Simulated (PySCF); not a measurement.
Bonds: Si1-Si2, Si2-Si3, Si3-Si4, Si4-Si5. Si1 carries H6, H7, H8; Si2 carries H9, H10; Si3 carries H11, H12; Si4 carries H13, H14; Si5 carries H15, H16, H17.

Geometry: PBE0-D3(BJ)/def2-SVP; GIAO shifts from PySCF 2.14, gas phase, non-relativistic, averaged over equivalent atoms.

At KT2/pcSseg-1 (180 basis functions, 45 s wall time on 1 thread of an Intel Xeon, shared host):
```tsv
atoms	δ (ppm)
Si1/Si5	-109.5
Si3	-113.6
Si2/Si4	-117.5
H11/H12	3.74
H6/H7/H8/H15/H16/H17	3.64
H9/H10/H13/H14	3.63
```

Chemical shifts δ = σref − σ; ²⁹Si (σref 361.05), ¹H (σref 31.18) vs TMS, all at this level.

Q: What do these become at PBE0/pcSseg-1?

A: 
| atoms | δ at PBE0/pcSseg-1 | change |
| --- | --- | --- |
| Si1/Si5 | -106.7 | +2.8 |
| Si3 | -114.0 | -0.4 |
| Si2/Si4 | -117.1 | +0.4 |
| H11/H12 | 3.65 | -0.09 |
| H6/H7/H8/H15/H16/H17 | 3.60 | -0.04 |
| H9/H10/H13/H14 | 3.54 | -0.09 |

References, each an isolated molecule treated in the same way: ²⁹Si (σ = 351.99 ppm) and ¹H (σ = 31.27 ppm) against TMS.

The largest change is at Si1/Si5 (silicon bonded to Si, 3 H). Cost: 180 basis functions, 49 s wall time on 1 thread of an Intel Xeon, shared host.
